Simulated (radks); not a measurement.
Values are calculated unless marked as measured or tabulated.
Problem. Radial electron density D(r) = 4 pi r^2 rho(r) of an atom or ion with 35 electrons. Level of theory: scalar-relativistic Kohn-Sham, PBE, spin-unpolarised, spherical densities, point nucleus (a radial shooting solver on a logarithmic mesh with Libxc functionals).

r (bohr),D(r) (e/bohr)
0.003567,5.540
0.004086,6.915
0.004719,8.691
0.00545,10.84
0.006294,13.41
0.007211,16.24
0.008328,19.68
0.009618,23.54
0.01102,27.49
0.01273,31.88
0.0147,36.26
0.01684,40.13
0.01945,43.63
0.02246,46.16
0.02573,47.40
0.02971,47.35
0.03432,45.99
0.03932,43.87
0.0454,41.46
0.05244,39.81
0.06008,39.82
0.06938,42.00
0.08013,46.27
0.0918,51.25
0.106,55.78
0.1224,57.60
0.1414,55.44
0.162,49.96
0.1871,42.42
0.2161,36.05
0.2475,33.41
0.2859,34.76
0.3302,38.53
0.3783,41.23
0.4369,40.40
0.5045,35.02
0.578,27.19
0.6675,18.70
0.7709,12.30
0.8832,8.946
1.02,7.579
1.178,7.104
1.35,6.442
1.559,5.143
1.8,3.495
2.062,2.060
2.382,0.9792
2.751,0.3803
3.177,0.1176
3.64,0.03046
4.203,0.005429
4.854,0.0006870

What is the nuclear charge?

Solution. Z = 38. The innermost maximum, from 1s, lies near gamma/Z bohr with gamma = sqrt(1 - (Z/c)^2) = 0.961, here 0.0253 bohr (found: 0.0274), and its height grows with Z. The density is that of the strontium ion Sr3+ in [Ar] 3d10 4s2 4p5; the configuration itself is not fixed sharply by these data, and Z only to a few units. D(r) has 3 maxima, at r = 0.0274, 0.122, 0.397 bohr, and minima at 0.0564, 0.254 bohr, inside which lie 2.06, 11.06 electrons.
